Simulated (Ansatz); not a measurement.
Species: CH4BO, charge 0, doublet. CH4BO (SMILES BO[CH2], doublet).
B3LYP-D3(BJ)/def2-TZVP minimum from Ansatz (an electronic-structure program):
```xyz
7

B     -0.1227     0.2001     1.2382
H     -1.0230     0.2461     2.0132
H      1.0238     0.3616     1.5365
O     -0.4495    -0.0530    -0.0566
C      0.4455    -0.1395    -1.0657
H      0.0390    -0.3456    -2.0413
H      1.4963    -0.0018    -0.8526
```
Charge 0, spin multiplicity 2.

Property: atomisation energy (electronic, to ground-state atoms), in kcal/mol. Open shells are spin-unrestricted; no spin-orbit coupling. CBS(X,Y): correlation extrapolated as X^-3, Hartree-Fock from the larger set. A bracket is a step between two methods taken in the basis named. The functionals are non-relativistic, so their misses hold any scalar relativity. 'core' is core correlation in cc-pwCVTZ, 'X2C' scalar relativity in cc-pVTZ-DK, both at CCSD(T). For partners of very few electrons the exact lower level stands in for a higher one.

CCSD(T)/CBS(cc-pVTZ,cc-pVQZ) + [CCSDT(Q) - CCSD(T)]/cc-pVDZ + core + X2C (Ansatz) gives 612.7 kcal/mol.

Problem. How far off this value is PBE/def2-TZVPD (Ansatz), in which direction, and which of these levels come nearer: wB97M-V/def2-TZVPD, CCSD(T)/CBS(cc-pVTZ,cc-pVQZ) + core + X2C?

Solution. PBE gives 625.8 kcal/mol, 13.1 kcal/mol above it. Differences of the others: wB97M-V/def2-TZVPD (Ansatz) 2.1; CCSD(T)/CBS(cc-pVTZ,cc-pVQZ) + core + X2C (Ansatz) -0.5 kcal/mol. Nearer than PBE: wB97M-V/def2-TZVPD, CCSD(T)/CBS(cc-pVTZ,cc-pVQZ) + core + X2C.
